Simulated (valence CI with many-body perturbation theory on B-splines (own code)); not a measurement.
## Isoelectronic trend, 5 electrons, Tc38+ to Ba51+

Computed by configuration interaction combined with many-body perturbation theory (CI+MBPT): three valence electrons over a frozen Dirac-Fock core [He], radial functions for each j: 11 s, 11 p, 9 d, 7 f, 5 g, 2 h, 1 i, with the one-electron correlation potential Σ1, the two-electron term Σ2, the three-electron term Σ3, Breit, model QED; selected CI, second order for the rest (own B-spline code, finite nucleus). Basis and details of the method differ along the sequence, and some ions are missing.

Excitation energies in eV above the lowest level of each ion. Labels name the leading LS component, so a column can jump where levels mix; a blank means that no level of the computed list carries the label, and where several do, the lowest of them is shown. The ionisation energies from NIST are mostly theoretical or semi-empirical. By estimate, excited configurations hold to about 0.1 % in light ions and 0.5 % in heavy ones, terms of the ground configuration to 0.5 to 2 %, and small fine-structure intervals to 10 cm⁻¹ or more; near the neutral end and where shells cross, configurations can be misplaced by 0.1 to 0.6 eV.

| Ion | Lowest level | IE (eV) | IE, NIST (eV) | 2s 2p2 4P_3/2 | 2s 2p2 2D_5/2 | 2s 2p2 2P_1/2 | 2s 2p2 4P_5/2 | 2p3 2P°_3/2 | 2s 2p2 2S_1/2 | 2s 2p2 2P_3/2 |
| --- | --- | --- | --- | --- | --- | --- | --- | --- | --- | --- |
| Tc38+ | 2s2 2p 2P°_1/2 | 5572 | 5570 ± 4 | 214.6 | 366.0 | 282.9 | 238.6 | 407.3 | 422.0 | 423.2 |
| Ru39+ | 2s2 2p 2P°_1/2 | 5863.5 | 5861 ± 4 | 231.2 | 396.4 | 300.6 | 256.0 | 429.5 | 454.0 | 455.2 |
| Rh40+ | 2s2 2p 2P°_1/2 | 6163.1 | 6161 ± 5 | 249.0 | 429.1 | 319.5 | 274.6 | 452.9 | 488.4 | 489.5 |
| Pd41+ | 2s2 2p 2P°_1/2 | 6471 | 6469 ± 5 | 268.0 | 464.2 | 339.7 | 294.3 | 477.5 | 525.1 | 526.2 |
| Ag42+ | 2s2 2p 2P°_1/2 | 6787 | 6785 ± 5 | 288.3 | 315.3 | 361.2 | 501.9 | 503.5 | 564.3 | 565.5 |
| Cd43+ | 2s2 2p 2P°_1/2 | 7111.5 | 7109 ± 5 | 309.9 | 337.7 | 384.0 | 542.2 | 530.9 | 606.3 | 607.4 |
| In44+ | 2s2 2p 2P°_1/2 | 7444.3 | 7442 ± 6 | 332.9 | 361.4 | 408.3 | 585.4 | 559.7 | 651.0 | 652.1 |
| Sn45+ | 2s2 2p 2P°_1/2 | 7785.7 | 7790 ± 4 | 357.5 | 386.6 | 434.2 | 631.5 | 590.1 | 698.7 | 699.8 |
| Sb46+ | 2s2 2p 2P°_1/2 | 8135.7 | 8140 ± 4 | 383.6 | 413.4 | 461.6 | 680.7 | 622.2 | 749.6 | 750.7 |
| Te47+ | 2s2 2p 2P°_1/2 | 8494.4 | 8499 ± 4 | 411.4 | 441.9 | 490.7 | 733.2 | 655.9 | 803.7 | 804.8 |
| I48+ | 2s2 2p 2P°_1/2 | 8861.8 | 8867 ± 4 | 440.9 | 472.0 | 521.6 | 789.2 | 691.5 | 861.3 | 862.4 |
| Xe49+ | 2s2 2p 2P°_1/2 | 9238.2 | 9243 ± 4 | 472.3 | 504.0 | 554.3 | 848.8 | 729.0 | 922.5 | 923.5 |
| Cs50+ | 2s2 2p 2P°_1/2 | 9623.5 | 9629 ± 4 | 505.6 | 537.9 | 589.0 | 912.1 | 768.5 | 987.5 | 988.5 |
| Ba51+ | 2s2 2p 2P°_1/2 | 10018 | 10023 ± 4 | 540.9 | 573.8 | 625.7 | 979.5 | 810.0 | 1056 | 1058 |

Does the computed ground configuration or its J change in this range?

No, it stays 2s2 2p with J = 1/2; its leading component is 99 % 2P° at the start and 100 % 2P° at the end, where the leading jj configuration holds 100 %.

Shares of the ionisation energy in eV, for some of the ions:

```
  Ion     Σ1       Σ2       Σ3  Breit     QED
Tc38+  0.375  -0.0700  -0.0424  -5.38  0.0942
Rh40+  0.383  -0.0712  -0.0434  -6.25  0.0947
Ag42+  0.389  -0.0721  -0.0443  -7.22  0.0919
In44+  0.399  -0.0731  -0.0454  -8.28  0.0847
Sb46+  0.404  -0.0740  -0.0465  -9.45  0.0723
 I48+  0.417  -0.0757  -0.0477  -10.7  0.0534
Cs50+  0.424  -0.0767  -0.0490  -12.1  0.0271
```
